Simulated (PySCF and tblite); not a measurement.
Values are calculated unless marked as measured or tabulated.
System: C6H6F2S, numbered as in [F:1][CH:2]([F:3])[C@H:4]1[CH:5]=[CH:6][C:7](=[S:8])[CH2:9]1.

For the rotation about the C2–C4 bond (torsion F1–C2–C4–C5 from -179° to -297°, falling): electronic barrier 4.58 kcal/mol, zero-point change 0.00 kcal/mol, thermal and entropy terms at 400 K a further 0.90 kcal/mol (symmetry numbers apart). The minimum is C1, the saddle C1. Level: BHandHLYP/pcSseg-1 + D3(BJ) on GFN2-xTB stationary points, with GFN2-xTB thermal terms. Rate constants are transition-state-theory values, counting equivalent paths, without tunnelling. Run with tblite and PySCF.

Q: How many equivalent paths lead out of the minimum?

A: 1: the symmetry number of the minimum is 1, that of the saddle displaced along its mode 1.

Q: Work out the rate at 400 K.

A: ΔG‡ = 5.48 kcal/mol; k_B T/h = 8.3×10¹² s⁻¹; exp(−ΔG‡/RT) = 0.001; times 1 gives k = 8.4×10⁹ s⁻¹. Wigner's tunnelling factor for the 58i cm⁻¹ mode would be 1.00.
